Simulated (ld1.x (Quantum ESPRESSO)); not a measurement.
**Configuration tests for indium (TM)**

ld1.x (Quantum ESPRESSO) 7.5 input, shortened:

```
&input
   title='In', zed=49., rel=2, dft='BP', iswitch=3,
   config='[Kr] 4d10 5s2 5p0', rel_dist='average'
 /
 &inputp
   pseudotype=2, tm=.true., lloc=0,
   nlcc=.false.
 /
3
4P  2  1   6.00   0.00  1.50  1.50  0.0
4D  3  2  10.00   0.00  1.30  1.30  0.0
4S  1  0   2.00   0.00  0.80  0.80  0.0
 &test
   configts(1)='4s2 4p6 4d10 5s2 5p0'
 /
```

Open shells are filled in proportion to 2j + 1 (rel_dist='average').

Occupied shells without a wave of their own: 5s. They enter only through the test configuration that unscreens the potential.

Energies are relative to the spin-unpolarised reference configuration 4s2 4p6 4d10 5s2 5p0; without spin polarisation the order of configurations can differ from experiment.

| valence configuration | charge | ΔE all-electron (eV) | error AE − PS (meV) |
| --- | --- | --- | --- |
| 4s2 4p6 4d10 5s2 5p1 | 0 | -5.522 | +263 |
| 4s2 4p6 4d10 5s1 5p0 | +2 | 19.440 | -202 |
| 4s2 4p6 4d9 5s2 5p2 | 0 | 12.701 | +934 |
| 4s2 4p6 4d9 5s2 5p1 | +1 | 19.676 | +642 |
| 4s2 4p6 4d10 5s0 5p3 | 0 | 6.453 | +715 |
| 4s2 4p5 4d10 5s2 5p1 | +1 | 80.348 | +700 |

(1) What are ΔE and the potential's error for 4s2 4p6 4d10 5s0 5p0?

Levels in the configuration 4s2 4p6 4d10 5s0 5p3:

```
   level  all-electron (eV)  pseudo (eV)
4s j=1/2           -122.873     -122.002
4p j=1/2            -85.966      -85.106
4p j=3/2            -79.301      -78.457
4d j=3/2            -22.286      -21.543
4d j=5/2            -21.416      -20.681
5p j=1/2             -4.233       -4.116
5p j=3/2             -3.851       -4.001
```

Results:

(1) ΔE = 47.805 eV all-electron; the error (AE − PS) is -484 meV.

ld1.x printed “convergence not achieved” for 7 of the counted tests; their residual had stalled under 1e-8, short of the target of 1e-14. The 5s level has no wave, so the channel is fitted at the deeper level alone: the likely source of the large errors.
